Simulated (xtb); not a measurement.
Br₂Zn, triplet, at a GFN2-xTB geometry (such geometries of metal compounds can be far from the true shape) (a higher spin typed on purpose: for a closed-shell molecule this is an excited state). Base run: GFN2-xTB (xtb).

Geometry (Å):
```xyz
3

Zn    -0.6510    -0.8755    -1.1030
Br     0.1463     1.6184    -0.4356
Br     0.4117    -0.8680     1.3811
```
Charge 0, spin multiplicity 3.
All else is at xtb's defaults.
Base energy -8.72422 Eh.

The base run was repeated with changes; each row names its change, and settings that it needs were set with it.

```tsv
change	ΔE vs base (kJ/mol)	dipole (D)	G_solv (kcal/mol)	SCF cycles
base	0.00	3.88	-	15
acc = 0.0001	0.00	3.88	-	20
gbsa = toluene	-25.82	4.01	-6.34	13
file = coord	0.00	3.88	-	15
alpb = acetone	-36.1	3.98	-8.72	13
gbsa = thf	-22.91	4.02	-5.66	13
etemp = 3000	-26.4	3.85	-	16
```

ALPB and GBSA are two models with their own fitted parameters for each solvent, which aren't always the measured dielectric constant.
